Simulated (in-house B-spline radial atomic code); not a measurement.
Settings and results of a run for Te5+ (an excited or competing configuration). Method: Dirac-Hartree-Fock, average of configuration, Fermi nucleus of rms radius 4.7423 fm. Calculated with a radial B-spline atomic code at the basis-set limit.

Command:
```bash
python run_scf.py task.json out
```
Settings (nuclear radius in fm, mass in u):
```
Z                52
configuration    [Kr] 4d10 5g1
hamiltonian      dirac
method           hf
spin_polarised   False
nucleus          fermi
rms_radius       4.7423
atomic_mass      129.90622
speed_of_light   137.035999084
```

Output (hartree, bohr):
```
 radial grid: 68 intervals, B-splines of order 8, outer radius 25.4386 bohr

 iter        energy (Eh)    residual
    1       -6765.554682    8.70e-01
    2       -6782.117391    4.83e-01
    3       -6786.165856    1.52e-01
    4       -6786.533595    4.74e-02
    5       -6786.563736    1.74e-02
    6       -6786.569753    1.19e-03
    7       -6786.569767    4.48e-05
    8       -6786.569767    5.22e-06
    9       -6786.569767    4.68e-07

 total energy                     -6786.56977
 kinetic                            7177.3698
 electron-nucleus                 -16374.4967
 electron-electron                  2410.5572

 first-order corrections (not in the total)
   Gaunt                             5.6429
   retardation                      -0.5797
   frequency dependence             -0.0528
   self-energy                       3.8357
   Uehling                          -0.5156
   Wichmann-Kroll                    0.0114
   recoil                            0.0194

 orbital      occ     eigenvalue          <r>       <r^2>       <1/r>       r_max    small
 1s1/2      2.000     -1178.4395    0.0278051  0.00104765     55.5741     0.01794  3.66e-02
 2s1/2      2.000      -186.3387     0.119263   0.0168379     12.9649      0.1014  7.83e-03
 2p1/2      2.000      -174.2455     0.100915   0.0125282     12.9086     0.07804  7.82e-03
 2p3/2      4.000      -164.1161      0.10645   0.0138123     11.9519      0.0827  7.44e-03
 3s1/2      2.000       -40.5797     0.320219    0.117321     4.62621      0.2919  2.32e-03
 3p1/2      2.000       -35.5688     0.311147    0.112481     4.52631      0.2789  2.25e-03
 3p3/2      4.000       -33.6279     0.322207    0.120427     4.29457      0.2892  2.15e-03
 3d3/2      4.000       -24.8934     0.293595    0.102026     4.13412      0.2361  2.02e-03
 3d5/2      6.000       -24.4934     0.297133    0.104356       4.074      0.2391  1.99e-03
 4s1/2      2.000        -9.5209     0.766118    0.661908     1.81383      0.7018  6.22e-04
 4p1/2      2.000        -7.7235     0.801393     0.72989     1.70667      0.7226  5.66e-04
 4p3/2      4.000        -7.3496     0.826672    0.776297     1.63845      0.7455  5.39e-04
 4d3/2      4.000        -4.3904     0.937306     1.01852     1.40073      0.8021  4.12e-04
 4d5/2      6.000        -4.3313     0.948033     1.04165      1.3819       0.811  4.04e-04
 5g7/2      0.444        -0.7215       4.5574     22.6862    0.241892       4.146  1.95e-05
 5g9/2      0.556        -0.7215      4.55714     22.6839    0.241911       4.146  1.95e-05
```

Time taken, with all properties: 1.3 s on 1 thread of Arm Neoverse V1, with other jobs on the host.

For the Dirac Hamiltonian the kinetic term is c α·p + (β - 1)c².
